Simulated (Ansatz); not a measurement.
The cluster H₃Au₃⁺. Total charge 1; doublet. Geometry relaxed at PBE0-D4/def2-TZVP.

Cartesian coordinates in Å:
```
Au -1.123 -0.970 -1.540
Au 0.103 0.185 0.646
Au 1.556 2.164 1.721
H 0.181 1.323 2.025
H -0.343 -1.388 -2.855
H -0.374 -1.314 0.002
```

In the def2 sets Au takes a core potential; there is no spin–orbit coupling. The structure comes from a short search, and lower isomers may exist.

Problem. Estimate the harmonic wavenumbers at UKS PBE0-D4/def2-TZVP (Ansatz, unscaled). Is this a minimum?

Solution. 21, 76, 99, 133, 166, 223, 424, 1064, 1284, 1466, 1693, 1998 cm⁻¹. Yes, no mode is imaginary beyond noise. Zero-point energy 51.7 kJ/mol. Run time 1.7 min (4 threads of Arm Neoverse V2 on a shared host), peak host memory 0.55 GiB.
